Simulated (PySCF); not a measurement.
Planning a geometry optimisation on `[F][Bi]([F])[F]`.

Method: PBE0-D3(BJ)/def2-SVP geometry optimisation, gas phase, def2 core potentials past Kr (PySCF 2.14.0). Work: geometry optimisation from a GFN2-xTB start shaken at random, density fitting. A driver script takes a list of jobs; this job's settings line and coordinates (Å) are shown.

Input:
```
{"job": {"xc": "PBE0", "basis": "def2-SVP", "d3": "d3bj", "grid": 1, "maxiter": 30, "shake": 0.03, "kind": "geom"}, "charge": 0, "multiplicity": 1}
Bi     0.055690    -0.071380     0.846630
F      1.672930    -0.043210    -0.274060
F     -0.878900     1.468730    -0.317840
F     -0.766430    -1.444590    -0.285190
```

Hardware: one thread, Arm Neoverse N1 (aarch64), on a shared host. PySCF's memory limit was set to 2320 MB.

The basis has 68 functions.

How long does the run take?

About 18 s. The run took 6 energy-and-gradient evaluations and 42 SCF cycles, 3.0 s an evaluation on average.

How much memory does it need at the peak?

About 0.28 GiB. Peak memory is the resident size of the whole Python process, interpreter and libraries included.

Other jobs ran on the host; a repeat could differ by tens of per cent or more.

The run converged: final energy -513.69831 Eh after 5 steps; dipole 5.11 D.
